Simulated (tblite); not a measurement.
Compound: C4H5BrN2S (charge +1 and doublet state).
Atom-mapped SMILES: `[CH3:1][S+:2][c:3]1[cH:4][nH:5][n:6][c:7]1[Br:8]` (hydrogens: H9, H10, H11 on C1; H12 on C4; H13 on N5)
Bond orders are those of one Lewis drawing.

Computed with GFN2-xTB (tblite), gas phase: L-BFGS steps from a force-field or distance-geometry start until the largest atomic force falls under 0.01 eV/Å.

Step 68: E = -647.4581 eV
```
atom  x, y, z in Å  |  force x, y, z in eV/Å
C1     -2.4598    0.3973    0.0079    0.006  -0.003  -0.040
S2     -1.3748   -0.8996    0.6001    0.133   0.040  -0.049
C3      0.2362   -0.4130    0.2293   -0.078   0.017   0.146
C4      1.3362   -1.1607    0.6862    0.027  -0.109   0.031
N5      2.4325   -0.5179    0.3039   -0.075   0.104   0.008
N6      2.1697    0.5939   -0.3654    0.024   0.012   0.056
C7      0.8656    0.7067   -0.4312   -0.002  -0.028   0.009
Br8     0.1190    2.1863   -1.2638   -0.117   0.038  -0.096
H9     -2.1229    1.3765    0.3327    0.064   0.041   0.006
H10    -3.4322    0.1876    0.4451   -0.074  -0.045  -0.045
H11    -2.5276    0.3661   -1.0794    0.018   0.033   0.046
H12     1.3593   -2.0745    1.2452   -0.052  -0.028  -0.003
H13     3.3945   -0.7481    0.5145    0.125  -0.071  -0.069
```

Step 69: E = -647.4621 eV
```
atom  x, y, z in Å  |  force x, y, z in eV/Å
C1     -2.4474    0.4023    0.0181    0.057   0.109  -0.045
S2     -1.3811   -0.9261    0.5855    0.104   0.151  -0.107
C3      0.2284   -0.4227    0.2273   -0.062  -0.032   0.107
C4      1.3336   -1.1600    0.6871    0.061  -0.129   0.056
N5      2.4266   -0.5076    0.3082   -0.151   0.106   0.030
N6      2.1553    0.5997   -0.3670    0.040  -0.064   0.042
C7      0.8504    0.6958   -0.4436    0.001  -0.012   0.055
Br8     0.0974    2.1513   -1.3124   -0.115   0.047  -0.083
H9     -2.1049    1.3660    0.4014   -0.019  -0.143  -0.083
H10    -3.4359    0.1870    0.4191   -0.001  -0.039  -0.083
H11    -2.4779    0.4218   -1.0759   -0.005   0.025   0.214
H12     1.3640   -2.0755    1.2460   -0.055   0.026  -0.019
H13     3.3870   -0.7314    0.5313    0.146  -0.045  -0.083
```

Step 70: E = -647.4636 eV
```
atom  x, y, z in Å  |  force x, y, z in eV/Å
C1     -2.4325    0.3958    0.0132   -0.076  -0.062   0.085
S2     -1.3827   -0.9182    0.6261    0.108   0.061  -0.056
C3      0.2238   -0.4111    0.2617   -0.130  -0.039  -0.025
C4      1.3314   -1.1585    0.6879    0.103  -0.139   0.105
N5      2.4205   -0.5020    0.3021   -0.230   0.049   0.063
N6      2.1422    0.6156   -0.3510    0.120  -0.110  -0.025
C7      0.8389    0.7082   -0.4143   -0.148   0.070   0.034
Br8     0.0717    2.1423   -1.3093   -0.072   0.086  -0.053
H9     -2.0839    1.3513    0.3804    0.054   0.198   0.049
H10    -3.4383    0.2150    0.3864    0.016  -0.112  -0.035
H11    -2.4311    0.3928   -1.0714   -0.032   0.027  -0.122
H12     1.3549   -2.0865    1.2249    0.008   0.024   0.010
H13     3.3807   -0.7442    0.4883    0.279  -0.054  -0.030
```

Question: Estimate the geometry and energy of step 71. (The exact step hangs on the optimiser's Hessian estimate; all steps are aligned on step 70, rigid shifts and turns removed.)

Answer: E = -647.4696 eV, largest force 0.115 eV/Å
```
atom  x, y, z in Å  |  force x, y, z in eV/Å
C1     -2.4387    0.3993    0.0144    0.028   0.000   0.001
S2     -1.3802   -0.9258    0.5988    0.024   0.101  -0.050
C3      0.2251   -0.4128    0.2542    0.025  -0.050   0.000
C4      1.3340   -1.1589    0.6929   -0.004  -0.042   0.038
N5      2.4231   -0.5045    0.3064   -0.026   0.030   0.067
N6      2.1481    0.6079   -0.3566   -0.010  -0.067  -0.029
C7      0.8421    0.7043   -0.4243   -0.002   0.014   0.075
Br8     0.0774    2.1461   -1.3106   -0.062   0.044  -0.049
H9     -2.0910    1.3569    0.3903    0.015   0.040   0.000
H10    -3.4360    0.2009    0.3979   -0.023  -0.082  -0.030
H11    -2.4536    0.4097   -1.0747   -0.016   0.028   0.026
H12     1.3552   -2.0787    1.2423    0.003  -0.007   0.010
H13     3.3899   -0.7439    0.4940    0.047  -0.010  -0.058
```

The energy changes by -0.0060 eV. The first-order estimate −F·Δx gives -0.0095 eV and the mean of the old and new forces, exact on a quadratic surface, -0.0060 eV. The step makes an angle of 74° with the force vector and moves no atom by more than 0.028 Å.

What follows is the cost of the whole relaxation. Time: 0.7 s wall. Hardware: one thread of an Arm Neoverse V2, on a shared host.
